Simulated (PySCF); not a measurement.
Compound: CH4F2OSi.
Cartesian coordinates in Å at the PBE0-D3(BJ)/def2-SVP level; atoms count from 1:
```xyz
9
CH4F2OSi angstrom
O     -1.4705    0.3834    1.1520
Si    -0.9272   -0.3900   -0.2106
C      0.9700   -0.1251   -0.3219
F      1.1874    1.2211   -0.1831
F      1.6037   -0.7513    0.7017
H     -1.1298    1.2728    1.2930
H     -1.5048    0.1655   -1.4723
H     -1.2444   -1.8337   -0.0731
H      1.4528   -0.4428   -1.2657
```

Linear response at PBE0/def2-SVPD (PySCF, frozen core in the response, non-relativistic). Geometry: PBE0-D3(BJ)/def2-SVP, one conformer, isolated molecule.

Static isotropic polarisability: 45.22 au (6.70 Å³), principal values 43.7, 44.6, 47.3 au.

Q: What is the polarisability at 1064 nm and at the sodium D line?

A: 45.55 au at 1064 nm (+0.7 %), 46.32 au at 589.3 nm (+2.4 %). The rise at 589.3 nm is 3.34 times that at 1064 nm; a pure ω² law gives 3.26. The lowest singlet lies at 181 nm, shorter than both wavelengths.

Q: What is the isotropic C6 coefficient between two such molecules, C6 = (3/π)∫α(iω)² dω?

A: 903.3 au (Eh·bohr⁶) by a ten-point quadrature over imaginary frequencies, which is 540 eV·Å⁶ or 52.1 J·nm⁶/mol.

Q: Which effective excitation energy ω̄ makes London's formula C6 = (3/4)α²ω̄ exact here?

A: ω̄ = 4·C6/(3α²) = 0.589 Eh = 16.0 eV. A one-pole form α(ω) = α/(1 − ω²/ω̄²) fitted to the 1064 nm value gives 13.7 eV. London's choice of the ionisation energy (10.86 eV, ΔSCF at the same level) gives C6 = 612 au, 32 % too low.

Q: How anisotropic is the static polarisability, by Δα² = ½[(α1 − α2)² + (α2 − α3)² + (α3 − α1)²]?

A: Δα = 3.3 au, or 0.07 of the isotropic value.

Q: How many electrons N does the Slater–Kirkwood formula C6 = (3/4)·√N·α^(3/2) need to give this C6?

A: N = (4·C6/3)²/α³ = 15.7; the species has 50 electrons in all.

Q: What three-body coefficient follows from the one-pole estimate C9 = (3/4)·α·C6?

A: 30600 au. This is an estimate from the two numbers above, not a computed integral.
